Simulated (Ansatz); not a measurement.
Harmonic frequencies (cm⁻¹) at PBE0-D4/def2-TZVP from Ansatz: 144, 188, 203, 212, 369, 407, 461, 508, 629, 645, 695, 820, 900, 931, 939, 962, 1077, 1131, 1294, 1374, 1645, 2224, 2234, 2262, 3509, 3619, 3826.

Each molecule was computed in one conformer, which needn't be the lowest.

**Question.** Which molecule is it?
A. `NC(O)(F)[SiH3]`
B. `NC(O)[SiH2]F`
C. `OCN[SiH2]F`
D. `NCO[SiH2]F`

**Answer.** A.
